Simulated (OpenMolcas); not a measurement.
**Levels of Co2+ by method**

```
Program             : OpenMolcas 26.06
Basis               : ANO-L-VTZP [6s5p3d2f1g]
Scalar Hamiltonian  : non-relativistic, point nucleus
Active space        : 7 electrons in 5 orbitals (3d)
State averaging     : 2S+1 = 4 even, 10 roots; 2S+1 = 2 even, 40 roots
Spin-orbit coupling : RASSI with atomic mean-field integrals over the reference wave functions, term energies averaged over their components
```

Methods on the same reference wave functions:
A. CASSCF
B. SS-CASPT2, IPEA 0.25 Eh, imaginary shift 0.1 Eh (closed shells correlated: 3s 3p)
C. MS-CASPT2, IPEA 0.25 Eh, imaginary shift 0.1 Eh (closed shells correlated: 3s 3p)

Energies in cm-1 above 3d7 4F 9/2, the measured ground level; measured values from Sugar and Corliss, J. Phys. Chem. Ref. Data 10, 1097 (1981).

```tsv
Level	A	B	C	Measured
3d7 4F 9/2	0.0	0.0	0.0	0.0
3d7 4F 7/2	845	849	849	841
3d7 4F 5/2	1470	1471	1470	1451
3d7 4F 3/2	1900	1896	1896	1867
3d7 2G 9/2	19366	16800	16810	16978
3d7 4P 5/2	19383	15980	15970	15202
3d7 4P 3/2	19678	16280	16170	15428
3d7 4P 1/2	20067	16670	16620	15811
3d7 2G 7/2	20169	17610	17610	17766
3d7 2P 3/2 [75 %]	25606	22030	20120	20195
3d7 2H 11/2	25737	22650	23280	22720
3d7 2P 1/2	26443	23060	20800	
3d7 2H 9/2	26445	23370	23990	23434
3d7 2D 5/2(1)	27877	23270	23250	23059
3d7 2D 3/2(1)	29118	24710	24430	24237
3d7 2F 5/2	44538	37660	37660	37021
3d7 2F 7/2	44889	38020	38020	37316
3d7 2D 3/2(2)	69514	59300	59290	
3d7 2D 5/2(2)	69919	59700	59720
```

Deviations, from unrounded energies. A percentage is the sum of absolute deviations over the sum of measured energies, with the sign that they share, or ± where signs differ.

```tsv
Against measurement	Levels	A	B	C
mean absolute deviation (cm-1)	15	3600	460	380
fine structure of the ground term (%)	3	+1.3	+1.4	+1.3
other terms of the ground configuration (%)	12	+20.0	±2.5	±2.1
```

C lies closest to measurement on these levels and A furthest from it. The largest miss of C in the table is 3d7 4P 1/2, by +810 cm-1. The ranking rests on the paired levels alone, and a cruder setting can come out closer through cancelling errors.

Between B and C the level of the table that moves most is 3d7 2P 1/2, by 2300 cm-1 (lowest in C, highest in B). Moves below CASPT2's spread within the term are not significant.

The mean deviations of B to C differ by less than CASPT2's widest spread within a term (1100 cm-1), so their order carries little weight.

From A to B the spin-free energies of the other terms of 3d7 shown, above 4F, scale by factors of 0.82 to 0.88, as is usual when dynamic correlation screens the repulsion within a d or f shell.

The lowest spin-free term lies below A's lowest term by 0.502 hartree in B, 0.502 hartree in C.

CASPT2 does not keep the components of a term degenerate, so their means are used; among the terms shown or strongly mixed into the levels shown the widest spread is 1100 cm-1 (3d7 2H, B). The CASPT2 spread within a term exceeds the gap to the next term for 3d7 2P and 3d7 2H, 3d7 2H and 3d7 2D(1), so the order of their levels is uncertain (figures for B; the like holds for C). Without dynamic correlation excited terms often stand tens of per cent too high (terms of higher spin than the ground term too low), and those without a measured partner can miss by more than the paired ones (holds for A). Some levels mix across a computed gap that differs much from the measured one, so their mixing is not that of the real levels (holds for B). Measured partners are found by configuration, term and J. A level has none where our copy of the source lacks it or the pairing is in doubt (some pairs that miss far off the trend of their configuration count as doubtful), and it then counts in no deviation. Levels of configurations outside the active space are missing.

A share in square brackets marks a mixed level and gives the weight of the term that names it, the lowest over the columns. A number in round brackets counts repeated terms of one configuration in the order of the reference energies.
